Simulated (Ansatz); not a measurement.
def2 core potentials replace the inner electrons of Sn.

Computed with Ansatz (a quantum-chemistry and plane-wave program) with frozen-core CCSD(T)/def2-TZVPP // PBE0-D3(BJ)/def2-SVP.

Ansatz 0.2 input:
```yaml
crystal:
  periodic: [false, false, false]
  atoms:
    - { symbol: C, position_ang: [-2.805705, -0.083679, -0.543312] }
    - { symbol: C, position_ang: [-1.803498, -0.461525, 0.250593] }
    - { symbol: C, position_ang: [-0.488008, 0.247581, 0.362089] }
    - { symbol: C, position_ang: [0.662537, -0.639091, -0.112471] }
    - { symbol: Sn, position_ang: [2.532821, 0.384763, 0.047322] }
    - { symbol: Cl, position_ang: [2.954993, 0.979821, 2.270092] }
    - { symbol: Cl, position_ang: [2.476507, 2.37813, -1.175707] }
    - { symbol: Cl, position_ang: [4.373489, -0.839988, -0.705189] }
    - { symbol: H, position_ang: [-3.742411, -0.645295, -0.58756] }
    - { symbol: H, position_ang: [-2.728494, 0.808032, -1.174061] }
    - { symbol: H, position_ang: [-1.918216, -1.362544, 0.866938] }
    - { symbol: H, position_ang: [-0.31365, 0.541995, 1.412116] }
    - { symbol: H, position_ang: [-0.517719, 1.177974, -0.227903] }
    - { symbol: H, position_ang: [0.553787, -0.92803, -1.16902] }
    - { symbol: H, position_ang: [0.763466, -1.558145, 0.485973] }
basis:
  gaussian: { orbitals: def2-TZVPP }
correlation:
  method: ccsd_t
```

Output:

```
Functional definition: HF
2511 factors; integrals over basis functions are off by at most 1.0e-3 eV
mean field evaluation 1: about -47550.2558 eV, gradient 4.0e1 eV
mean field evaluation 2: about -47550.6122 eV, gradient 4.1e1 eV
mean field evaluation 4: about -47555.2443 eV, gradient 4.9e0 eV
mean field evaluation 8: about -47555.3310 eV, gradient 3.1e-1 eV
mean field evaluation 16: about -47550.2532 eV, gradient 4.0e1 eV
mean field -47555.33142003 eV, -1747.6261955249 hartree, gradient 3.9e-6 eV, S^2 0.000000; 0 other end points of the search recorded, 0 dependent functions left out
23 core orbitals not correlated
reference -47555.33142003 eV, -1747.6261955249 hartree; 29, 29 occupied and 346, 346 virtual orbitals, 2511 factors
second order -42.10670098 eV of doubles, -0.00000000 eV of singles
cycle   1  -42.89311982 eV  change   -7.9e-1 eV  update   1.4e-1
cycle   2  -43.85992180 eV  change   -9.7e-1 eV  update   3.9e-2
cycle   3  -44.05639951 eV  change   -2.0e-1 eV  update   2.0e-2
cycle   4  -44.04046619 eV  change    1.6e-2 eV  update   4.9e-3
cycle   5  -44.03801104 eV  change    2.5e-3 eV  update   2.1e-3
cycle   6  -44.03895973 eV  change   -9.5e-4 eV  update   6.4e-4
cycle   7  -44.03899845 eV  change   -3.9e-5 eV  update   2.3e-4
cycle   8  -44.03894245 eV  change    5.6e-5 eV  update   7.2e-5
perturbative correction -1.88689951 eV, -0.0693422780 hartree
Total energy: -47601.25726199 eV, -1749.3139390872 hartree
```

Cost: around 3 core-hours (rough).
